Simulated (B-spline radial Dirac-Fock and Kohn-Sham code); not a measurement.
## Relativistic shifts of the levels of Sm²⁷⁺

System: the Sm²⁷⁺ ion, [Ar] 3d10 4s2 4p5.

Both columns are ΔSCF binding energies of the configuration average from a radial finite-basis atomic code: non-relativistic Hartree-Fock with a point nucleus, and Dirac-Fock with a finite nucleus and the Coulomb interaction alone, averaged over the two j levels with weights 2j+1.

```csv
shell,Hartree-Fock (eV),Dirac-Fock (eV),shift (eV),shift (%)
1s,45365.9,47972.2,+2606.32,+5.75
2s,8032.7,8702.5,+669.85,+8.34
3s,2469.3,2630.1,+160.83,+6.51
3d,2004.1,1992.9,-11.20,-0.56
4s,1083.2,1132.0,+48.76,+4.50
4p,1011.9,1030.1,+18.22,+1.80
```

Relativity binds 1s, 2s, 3s, 4s, 4p more strongly, among those listed most of all 2s in relative terms, and 3d more weakly, because the contracted s and p shells screen the nucleus better.

Values without a named source are computed, but for edge energies of neutral atoms, which are taken from tables.
